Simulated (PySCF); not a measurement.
# Two-component Hartree-Fock for Er³⁺ (erbium, charge +3)

Start: [Xe] 4f11; 4f5/2 filled at m_j = -5/2, -3/2, -1/2, +1/2, +3/2, +5/2; 4f7/2 filled at m_j = -1/2, +1/2, +3/2, +5/2, +7/2. Calculated with PySCF 2.14 in x2c-TZVPPall-2c: generalised Hartree-Fock with the X2C-1e Hamiltonian and a Gaussian nucleus; one run each with spin-orbit coupling (SO) switched off, then screened by Boettger's factors.

| spinor shell | electrons | ε, spin-free (eV) | ε, screened SO (eV) | weight of nominal j (screened SO) | rms radius, screened SO (bohr) |
| --- | --- | --- | --- | --- | --- |
| 1s1/2 | 2 | -57810.1 | -57796.9 | 1.000 | 0.0231 |
| 2s1/2 | 2 | -9868.6 | -9864.5 | 1.000 | 0.0935 |
| 2p1/2 | 2 | -8729.3 | -9378.9 | 1.000 | 0.0798 |
| 2p3/2 | 4 | -8729.3 | -8456.9 | 1.000 | 0.0866 |
| 3s1/2 | 2 | -2292.5 | -2291.1 | 1.000 | 0.240 |
| 3p1/2 | 2 | -1939.3 | -2078.2 | 1.000 | 0.231 |
| 3p3/2 | 4 | -1939.3 | -1880.1 | 1.000 | 0.245 |
| 3d3/2 | 4 | -1494.5 | -1520.2 | 0.999 | 0.218 |
| 3d5/2 | 6 | -1494.5 | -1476.2 | 1.000 | 0.222 |
| 4s1/2 | 2 | -505.91 | -505.51 | 1.000 | 0.540 |
| 4p1/2 | 2 | -387.09 | -419.72 | 0.997 | 0.553 |
| 4p3/2 | 4 | -387.09 | -373.05 | 0.999 | 0.584 |
| 4d3/2 | 4 | -224.51 | -232.06 | 0.956 | 0.623 |
| 4d5/2 | 6 | -224.51 | -219.18 | 0.970 | 0.634 |
| 5s1/2 | 2 | -93.453 | -93.392 | 1.000 | 1.33 |
| 5p1/2 | 2 | -61.955 | -66.603 | 0.993 | 1.47 |
| 4f5/2 | 6 | -47.971 | -49.058 | 0.712 | 0.832 |
| 4f7/2 | 5 | -47.971 | -46.544 | 0.707 | 0.850 |

Task: Where does 5p3/2 lie, and what is the 5p spin-orbit splitting (screened SO)?

Result: At -59.976 eV, 6.627 eV above 5p1/2.

```csv
quantity,spin-free,screened SO
E (hartree),-13075.38539,-13086.29298
M_J,15/2,15/2
⟨J²⟩,63.757,63.758
⟨L²⟩,42.005,42.440
⟨S²⟩,3.753,3.766
```

Each row is a mean over spinors that exchange with the open shell spreads, by up to 15.069 eV (4d5/2).

Rows whose weight is well below 1 are mixtures of j = l ± 1/2: exchange outweighs spin-orbit coupling there, and the label is only the starting occupation.

Breit and QED terms are absent; they matter most for the inner s and p1/2 levels.

Densities and radii are taken from the X2C orbitals without a picture-change correction, which distorts them close to the nucleus.

Without spin-orbit coupling the j labels of p, d and f shells carry no meaning; the spin-free column gives the mean over the occupied spinors of each nl shell.
